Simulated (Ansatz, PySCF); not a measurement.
CH₅BrO₂Si, SMILES Br[Si](O)(C)O. Atoms are numbered in the order given.

```xyz
10

C      2.2239    -0.0775    -0.5952
Si     0.4029     0.2002    -0.7720
O     -0.2997    -0.6797    -1.9904
O      0.1720     1.8107    -1.0503
Br    -0.6360    -0.4367     1.1373
H      2.6329     0.5593     0.2037
H      2.7337     0.1732    -1.5391
H      2.4355    -1.1286    -0.3486
H     -0.8579    -1.4213    -1.7296
H     -0.7240     2.0953    -1.2682
```

Geometry optimised at B3LYP-D3(BJ)/def2-SVP. This is a generated structure with no PubChem entry under its InChIKey; it may be hypothetical. One conformer was computed; it need not be the lowest.

Two levels are set side by side: PBE-D3(BJ)/def2-SVP (Ansatz, a program for electronic structure) and B3LYP-D3(BJ)/def2-SVP (Ansatz). Each level has its own optimised geometry; the coordinates shown are those of the second. Frequencies come from the Hessian of PySCF at each geometry. Differences are taken from unrounded values.

```json
[
 {"quantity": "mean bond length (Å)", "B3LYP-D3(BJ)": "1.406"},
 {"quantity": "bond C1–Si2 (Å)", "B3LYP-D3(BJ)": "1.851"},
 {"quantity": "bond Si2–O3 (Å)", "B3LYP-D3(BJ)": "1.659"},
 {"quantity": "bond Si2–O4 (Å)", "B3LYP-D3(BJ)": "1.651"},
 {"quantity": "bond Si2–Br5 (Å)", "B3LYP-D3(BJ)": "2.265"},
 {"quantity": "bond C1–H6 (Å)", "B3LYP-D3(BJ)": "1.100"},
 {"quantity": "bond C1–H7 (Å)", "B3LYP-D3(BJ)": "1.102"},
 {"quantity": "bond C1–H8 (Å)", "B3LYP-D3(BJ)": "1.100"},
 {"quantity": "bond O3–H9 (Å)", "B3LYP-D3(BJ)": "0.964"},
 {"quantity": "bond O4–H10 (Å)", "B3LYP-D3(BJ)": "0.965"},
 {"quantity": "highest harmonic wavenumber (cm⁻¹)", "B3LYP-D3(BJ)": "3882"},
 {"quantity": "mean harmonic wavenumber (cm⁻¹)", "B3LYP-D3(BJ)": "1213"},
 {"quantity": "zero-point energy (kcal/mol)", "B3LYP-D3(BJ)": "41.63"}
]
```

What does PBE-D3(BJ) give, and how far is it from B3LYP-D3(BJ)? (An estimate is asked for; the answer gives what the named calculation found.)


```csv
quantity,PBE-D3(BJ),PBE-D3(BJ) minus B3LYP-D3(BJ)
mean bond length (Å),1.415,0.009
bond C1–Si2 (Å),1.857,0.006
bond Si2–O3 (Å),1.674,0.015
bond Si2–O4 (Å),1.665,0.014
bond Si2–Br5 (Å),2.269,0.004
bond C1–H6 (Å),1.108,0.007
bond C1–H7 (Å),1.109,0.007
bond C1–H8 (Å),1.107,0.007
bond O3–H9 (Å),0.973,0.009
bond O4–H10 (Å),0.974,0.009
highest harmonic wavenumber (cm⁻¹),3767,-114
mean harmonic wavenumber (cm⁻¹),1182,-31
zero-point energy (kcal/mol),40.56,-1.07
```

GGA bonds tend to be longer and softer than those of functionals with exact exchange. Differences between two approximate levels are no errors against the true value.
